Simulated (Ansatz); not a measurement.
Abridged output of a molecular run in Ansatz:

```
Functional definition: HF
1481 factors; integrals over basis functions are off by at most 1.1e-3 eV
mean field evaluation 1: about -12977.3860 eV, gradient 3.7e1 eV
mean field evaluation 2: about -12977.6884 eV, gradient 3.7e1 eV
mean field evaluation 4: about -12981.4896 eV, gradient 5.2e0 eV
mean field evaluation 8: about -12981.5836 eV, gradient 4.3e-1 eV
mean field evaluation 16: about -12981.5850 eV, gradient 2.7e-6 eV
mean field -12981.58500754 eV, -477.0644497928 hartree, gradient 2.7e-6 eV, S^2 0.000000; 0 other end points of the search recorded, 0 dependent functions left out; unrestricted orbitals would lower it
9 core orbitals not correlated: weight in the atoms' cores, before any rotation towards them, 1.000 or more for the frozen orbitals, at most 0.000 for the correlated occupied ones
reference -12981.58500754 eV, -477.0644497928 hartree; 14, 14 occupied and 227, 227 virtual orbitals, 1481 factors
second order -23.19886653 eV of doubles, -0.00000000 eV of singles
cycle   1  -23.32223350 eV  change   -1.2e-1 eV  update   1.1e-1
cycle   2  -24.00528303 eV  change   -6.8e-1 eV  update   3.4e-2
cycle   3  -24.14030893 eV  change   -1.4e-1 eV  update   1.6e-2
cycle   4  -24.13038240 eV  change    9.9e-3 eV  update   4.0e-3
cycle   5  -24.13191694 eV  change   -1.5e-3 eV  update   2.0e-3
cycle   6  -24.13261976 eV  change   -7.0e-4 eV  update   5.2e-4
cycle   7  -24.13235106 eV  change    2.7e-4 eV  update   3.2e-4
cycle   8  -24.13227142 eV  change    8.0e-5 eV  update   1.5e-4
cycle   9  -24.13229542 eV  change   -2.4e-5 eV  update   8.3e-5
cycle  10  -24.13226746 eV  change    2.8e-5 eV  update   3.4e-5
perturbative correction -1.11425631 eV, -0.0409481642 hartree
Total energy: -13006.83153131 eV, -477.9922424286 hartree
```

Its atoms:

Cartesian coordinates in Å:
```
N 1.811 0.775 -0.678
C 0.666 1.067 0.105
N 0.430 0.384 1.423
C -0.304 0.049 0.448
Si -1.655 -1.157 0.010
H 2.078 -0.198 -0.601
H 2.602 1.345 -0.406
H 0.364 2.109 0.047
H -1.149 -2.046 -1.065
H -2.027 -1.945 1.210
H -2.816 -0.383 -0.493
```

Task: Which basis set was used?
A. def2-TZVPPD
B. def2-SVPD
C. def2-TZVPP
D. def2-QZVPP

Result: C. It gives 250 functions.

Task: Write the keys of the input that set method, charge and spin (a neutral closed shell needs none for the last two).

Result: 
```yaml
correlation: {method: ccsd_t}
```
